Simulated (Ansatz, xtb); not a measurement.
Species: SbH$_{5}$, charge 0, multiplicity 1. SMILES: [SbH5]
Structure (B3LYP-D3(BJ)/def2-TZVP (Ansatz, a first-principles code) minimum search):
```xyz
6

Sb     0.0000     0.0000     0.0000
H     -0.0107     0.0040     1.7743
H      0.0107    -0.0040    -1.7743
H      1.7149    -0.0292     0.0104
H     -0.8322     1.4998    -0.0084
H     -0.8827    -1.4706    -0.0020
```

Harmonic wavenumbers from GFN2-xTB (xtb, at its own minimum), cm⁻¹: 294, 295, 779, 805, 806, 1062, 1062, 1335, 1411, 1690, 1805, 1805.

Q: Give the harmonic wavenumbers at B3LYP-D3(BJ)/def2-TZVP (Ansatz, finite differences of forces, unscaled).

A: 437, 437, 837, 837, 897, 1070, 1070, 1622, 1662, 1897, 1897, 1923 cm⁻¹. Zero-point energy 20.9 kcal/mol.

Q: From these and the geometry, give the ideal-gas thermochemistry at 298.15 K and 1 atm (rigid rotor, harmonic oscillator).

A: Point group D3h, rotational symmetry number 6. Rotational constants 56.81, 46.82, 46.82 GHz. S(trans) 40.43, S(rot) 14.94, S(vib) 2.33, S(elec, spin only) 0.00, S 57.7 cal/(mol K). H(298) - H(0) 2.88 kcal/mol; G - E(el) 6.5 kcal/mol.
